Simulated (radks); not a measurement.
Task: The mean radii <r> (bohr) of the occupied orbitals of an atom or ion are listed with their occupations. All-electron calculation, non-relativistic Kohn-Sham, revPBE, spin-polarised, spherical densities, point nucleus. Program: a radial shooting solver on a logarithmic mesh with Libxc functionals.

| orbital | occ. | <r> |
|---|---|---|
| 1s | 2 | 0.3262 |

Name the element and its charge. Open shells, if any, are filled with parallel spins first.

Result: Z = 5, boron, charge +3: B3+ in [He]. The 1s radius gives Z: for a bare nucleus <r> = 1.5/Z, 0.3 bohr for Z = 5, and screening makes it slightly larger (0.3262 here). The occupations add up to 2, and the charge is Z minus that.
